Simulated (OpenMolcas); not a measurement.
## Al2+: effect of the level shift or regulariser

```yaml
Program: OpenMolcas
Basis: ANO-R1 [4s3p1d]
Scalar_Hamiltonian: X2C, finite nucleus
Active_space: 1 electron in 4 orbitals (3s 3p)
State_averaging: 2S+1 = 2 even, 1 root; 2S+1 = 2 odd, 3 roots
Spin-orbit_coupling: state interaction with AMFI integrals over the reference wave functions, term energies averaged over their components
```

Methods on the same reference wave functions:
A. CASSCF
B. SS-CASPT2, IPEA 0.25 Eh, imaginary shift 0.1 Eh (closed shells correlated: 2s 2p)
C. SS-CASPT2, IPEA 0.25 Eh, real shift 0.2 Eh (closed shells correlated: 2s 2p)

Energies in eV above 3s 2S 1/2, the measured ground level; measured values from NIST levels in Kelleher and Podobedova, J. Phys. Chem. Ref. Data 37, 709 (2008).

```tsv
Level	A	B	C	Measured
3s 2S 1/2	0.0000	0.0000	0.0000	0.0000
3p 2P* 1/2	7.1160	7.189	7.189	6.6558
3p 2P* 3/2	7.1413	7.214	7.214	6.6848
```

Deviations, from unrounded energies. A percentage is the sum of absolute deviations over the sum of measured energies, with the sign that they share, or ± where signs differ.

| Against measurement | Levels | A | B | C |
| --- | --- | --- | --- | --- |
| mean absolute deviation (cm-1) | 2 | 3700 | 4300 | 4300 |
| other configurations (%) | 2 | +6.9 | +8.0 | +8.0 |

A lies closest to measurement on these levels and B furthest from it. The largest miss of A in the table is 3p 2P* 1/2, by +3700 cm-1. The ranking rests on the paired levels alone, and a cruder setting can come out closer through cancelling errors.

Between B and C no level of the table moves by more than 5 cm-1.

The lowest spin-free term lies below A's lowest term by 0.067 hartree in B, 0.067 hartree in C.

With one active electron the reference holds no correlation, so core polarisation is missing (holds for A). With one active electron, CASPT2 adds the correlation within the correlated inactive shells and between them and that electron, and leaves the splitting within a term as the reference gives it (holds for B; C). Measured partners are found by configuration, term and J. A level has none where our copy of the source lacks it or the pairing is in doubt (some pairs that miss far off the trend of their configuration count as doubtful), and it then counts in no deviation. Levels of configurations outside the active space are missing.

* marks odd parity.
